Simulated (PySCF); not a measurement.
A structure optimised at PBE-D3(BJ)/def2-TZVP, used in a PySCF frequency run:

```xyz
3

Hf     0.0000     0.0000     0.1965
O      0.0000    -1.4334    -0.8843
O      0.0000     1.4334    -0.8843
```
Charge 0, spin multiplicity 1.

Problem. Write its SMILES, formula and point group.

Solution. [O]=[Hf]=[O], HfO2, C2v

Problem. What are its rotational constants (standard atomic weights)?

Solution. 15.944, 7.6869, 5.1864 GHz
